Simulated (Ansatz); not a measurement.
`[AlH2][InH][Cl]` → Al• + Cl• + 3 H• + In•  (atomization)

Gas-phase electronic energies from Ansatz, PBE0-D4/def2-TZVP geometries. CCSD(T)/CBS is the MP2 limit (def2-TZVPP, def2-QZVPP) plus CCSD(T) − MP2 in def2-TZVPP, frozen cores. This one scheme is used for every species, atoms too. DFT in def2-TZVPP. B3LYP here is the variant with VWN-RPA as its local correlation; programs differ in this. HSE06 is defined as in plane-wave codes. No spin–orbit coupling; open shells (•) take unrestricted orbitals. Spin–orbit coupling would lower the free atoms: a little for Al, Cl; strongly for In. Elements past krypton have def2 core potentials. Bonds to In are less sure, by a few kJ/mol each and by 10 to 20 or more in all where they break to atoms, as the def2 sets lack core-valence functions.

```
             level  ΔE (kJ/mol)  difference from CCSD(T)/CBS
         revPBE-D4       1255.3                        -66.0
            B97M-V       1354.6                         33.3
           PBE0-D4       1285.9                        -35.4
          B3LYP-D4       1285.7                        -35.6
        r2SCANh-D4       1312.2                         -9.1
          HSE06-D4       1286.0                        -35.3
      CAM-B3LYP-D4       1299.9                        -21.4
           ωB97M-V       1315.1                         -6.2
            B2PLYP       1272.7                        -48.6
             HSE06       1276.5                        -44.8
       HF/def2-SVP        976.9                       -344.4
     CCSD/def2-SVP       1203.6                       -117.7
  CCSD(T)/def2-SVP       1214.4                       -106.9
   CCSD/def2-TZVPP       1264.5                        -56.8
CCSD(T)/def2-TZVPP       1280.6                        -40.7
SCS-MP2/def2-QZVPP       1301.5                        -19.8
       CCSD(T)/CBS       1321.3                            0
```

Largest T1 diagnostic among the species: 0.018.

From BLYP to BHLYP (50 % exact exchange), in def2-TZVPP and without D4, ΔE moves by +24.1 kJ/mol. At CCSD(T), def2-SVP lies −106.9 kJ/mol from the extrapolated value and def2-TZVPP −40.7 kJ/mol: correlation converges slowly with the basis, and small sets miss more of it in the bonded molecule than in its fragments. In def2-TZVPP, CCSD(T) changes the Hartree–Fock value by +297.1 kJ/mol (the triples alone add +16.1 kJ/mol) and MP2 by +287.2 kJ/mol; breaking electron pairs costs correlation energy, which Hartree–Fock lacks.

For atomizations the MP2-based limit and the directly extrapolated one differ by several kJ/mol either way, and by 10 to 25 for some Ge, Se and Sn compounds, so smaller differences from it don't rank the levels.
